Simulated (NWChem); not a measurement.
Molecule: CHBrF2; SMILES FC(F)Br

```xyz
5

F     -0.1465     1.5091     1.0796
C      0.3773     0.9435     0.0000
F     -0.1465     1.5091    -1.0796
Br    -0.0197    -0.9569     0.0000
H      1.4720     1.0554     0.0000
```
Atoms are numbered in this order, from 1.

Level: PBE0/def2-SVP (NWChem), optimised geometry, unscaled harmonic frequencies. This build's default masses of Se (78.918 u) and Br (79.917 u) are each other's, which moves their modes by up to 0.6 %.

List the harmonic frequencies with IR intensities, and the thermochemistry.


| frequency (cm⁻¹) | IR intensity (km/mol) |
|---|---|
| 319 | 0.5 |
| 324 | 0.5 |
| 600 | 8.0 |
| 723 | 121.4 |
| 1171 | 282.1 |
| 1215 | 202.2 |
| 1298 | 97.3 |
| 1395 | 40.7 |
| 3150 | 16.7 |

zero-point energy: 14.6 kcal/mol
thermal correction to the enthalpy at 298.15 K (with zero-point energy): 17.6 kcal/mol
heat capacity Cv: 11.7 cal/(mol K)
entropy at 298.15 K and 1 atm (symmetry number 1): 69.9 cal/(mol K)
dipole moment: 1.39 D

Rigid rotor and harmonic oscillator.
